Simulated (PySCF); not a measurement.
This PySCF input asks for the NMR shieldings of SMILES CCCNB(C)Cl, C$_{4}$H$_{11}$BClN; the geometry comes from GFN2-xTB.

```python
import basis_set_exchange as bse
import numpy as np
from pyscf import gto, dft
from pyscf.prop import nmr

atoms = """
C    -2.957126   -0.298784    0.285203
C    -1.491327   -0.391553    0.686844
C    -0.638447    0.626818   -0.073425
N     0.765555    0.511371    0.269979
B     1.810697    0.039540   -0.505509
C     3.288734   -0.082235    0.059060
Cl    1.478836   -0.445323   -2.147568
H    -3.546302   -1.036396    0.824276
H    -3.354001    0.689084    0.508785
H    -3.069409   -0.480663   -0.781016
H    -1.392558   -0.218240    1.761500
H    -1.113327   -1.393003    0.472887
H    -0.738811    0.459470   -1.147242
H    -0.985404    1.641516    0.154151
H     0.945510    0.766278    1.230374
H     3.517337   -1.116679    0.311736
H     4.030882    0.224856   -0.673925
H     3.440402    0.510260    0.957953
"""
names = dict.fromkeys(["C", "N", "B", "Cl", "H"], "pcSseg-1")
basis = {el: gto.basis.parse(bse.get_basis(n, elements=[el], fmt="nwchem")) for el, n in names.items()}
mol = gto.M(atom=atoms, basis=basis, charge=0, verbose=0)
mf = dft.RKS(mol, xc="PBE0")
mf.grids.level = 2
mf.grids.alignment = dft.numint.BLKSIZE   # the property module wants whole blocks of grid points
mf.conv_tol = 1e-9
mf.kernel()

calc = nmr.RKS(mf)   # GIAO
C = mf.mo_coeff
Co = C[:, mf.mo_occ > 0]
resp = mf.gen_response(singlet=True, hermi=2)
def vind(x):   # induced exchange potential for any number of trial vectors
    d = np.einsum("pi,xij,qj->xpq", C, 2 * x.reshape(-1, C.shape[1], Co.shape[1]), Co, optimize=True)
    return np.einsum("xpq,pi,qj->xij", resp(d - d.transpose(0, 2, 1)), C, Co, optimize=True).ravel()
mo1, _ = nmr.rhf.solve_mo1(calc, with_cphf=vind)
sigma = calc.kernel(mo1)
for i, s in enumerate(sigma):   # ppm
    w = np.linalg.eigvalsh((s + s.T) / 2)
    print("%2d %-2s iso %8.1f  s11 %8.1f  s22 %8.1f  s33 %8.1f" % (i, mol.atom_pure_symbol(i), w.mean(), *w))
```

**Question.** What does it print?

**Answer.** 
```
 0 C  iso    173.4  s11    164.3  s22    167.8  s33    188.2
 1 C  iso    155.0  s11    136.8  s22    155.4  s33    172.7
 2 C  iso    137.3  s11    108.6  s22    137.6  s33    165.7
 3 N  iso    131.5  s11     36.3  s22    167.2  s33    191.1
 4 B  iso     63.3  s11     31.6  s22     61.9  s33     96.4
 5 C  iso    180.2  s11    169.1  s22    174.4  s33    197.0
 6 Cl iso    864.7  s11    655.7  s22    913.4  s33   1025.0
 7 H  iso     30.5  s11     25.9  s22     27.6  s33     38.0
 8 H  iso     30.9  s11     26.6  s22     28.9  s33     37.2
 9 H  iso     30.8  s11     26.1  s22     29.7  s33     36.6
10 H  iso     30.3  s11     25.7  s22     30.5  s33     34.8
11 H  iso     30.3  s11     26.1  s22     30.9  s33     33.9
12 H  iso     27.9  s11     22.4  s22     28.6  s33     32.7
13 H  iso     28.9  s11     23.6  s22     29.3  s33     34.0
14 H  iso     27.6  s11     21.0  s22     29.8  s33     32.1
15 H  iso     31.1  s11     27.7  s22     28.4  s33     37.1
16 H  iso     31.1  s11     26.5  s22     29.8  s33     37.1
17 H  iso     31.6  s11     26.8  s22     30.1  s33     37.7
```

These numbers come from an equivalent density-fitted implementation of the same equations, which agrees with the script to about 0.01 ppm for H and up to a few tenths of a ppm for heavy atoms, so last digits may differ.

Size and cost of the density-fitted run: 181 basis functions, 29 s wall time on 1 thread of an Arm Neoverse V1, shared host; peak memory 0.82 GiB.
